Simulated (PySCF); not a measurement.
## Spinor energies of Os⁺ (osmium, charge +1)

Start: [Xe] 4f14 5d5 6s2; 5d5/2 filled at m_j = -3/2, -1/2, +1/2, +3/2, +5/2. Calculated with PySCF 2.14 in x2c-TZVPall-2c (11s11p10d2f, 108 functions): generalised Hartree-Fock with the X2C-1e Hamiltonian and a Gaussian nucleus; spin-orbit coupling (SO) screened by Boettger's factors. This is a chosen level, not necessarily the ground level.

| spinor shell | electrons | ε, screened SO (eV) | weight of nominal j (screened SO) | rms radius, screened SO (bohr) |
| --- | --- | --- | --- | --- |
| 1s1/2 | 2 | -74265.8 | 1.000 | 0.0201 |
| 2s1/2 | 2 | -13086.1 | 1.000 | 0.0809 |
| 2p1/2 | 2 | -12507.1 | 1.000 | 0.0687 |
| 2p3/2 | 4 | -10970.2 | 1.000 | 0.0764 |
| 3s1/2 | 2 | -3118.1 | 1.000 | 0.207 |
| 3p1/2 | 2 | -2859.7 | 1.000 | 0.198 |
| 3p3/2 | 4 | -2519.2 | 1.000 | 0.214 |
| 3d3/2 | 4 | -2091.5 | 1.000 | 0.188 |
| 3d5/2 | 6 | -2018.1 | 1.000 | 0.193 |
| 4s1/2 | 2 | -700.94 | 1.000 | 0.459 |
| 4p1/2 | 2 | -591.29 | 1.000 | 0.466 |
| 4p3/2 | 4 | -510.28 | 1.000 | 0.499 |
| 4d3/2 | 4 | -330.10 | 0.999 | 0.519 |
| 4d5/2 | 6 | -314.49 | 0.999 | 0.531 |
| 5s1/2 | 2 | -119.17 | 1.000 | 1.08 |
| 5p1/2 | 2 | -83.996 | 0.923 | 1.20 |
| 4f5/2 | 6 | -83.887 | 0.981 | 0.609 |
| 4f7/2 | 8 | -80.942 | 0.986 | 0.610 |
| 5p3/2 | 4 | -68.452 | 0.961 | 1.27 |
| 5d5/2 | 5 | -24.087 | 0.506 | 1.78 |
| 6s1/2 | 2 | -16.028 | 0.999 | 3.05 |

```json
{"quantity": "E (hartree)", "screened SO": "-17263.45552"}
{"quantity": "M_J", "screened SO": "5/2"}
{"quantity": "⟨J²⟩", "screened SO": "8.777"}
{"quantity": "⟨L²⟩", "screened SO": "0.298"}
{"quantity": "⟨S²⟩", "screened SO": "8.571"}
```

Each row is a mean over spinors that exchange with the open shell spreads, by up to 9.182 eV (5p3/2).

Rows whose weight is well below 1 are mixtures of j = l ± 1/2: exchange outweighs spin-orbit coupling there, and the label is only the starting occupation.

Breit and QED terms are absent; they matter most for the inner s and p1/2 levels.

Densities and radii are taken from the X2C orbitals without a picture-change correction, which distorts them close to the nucleus.
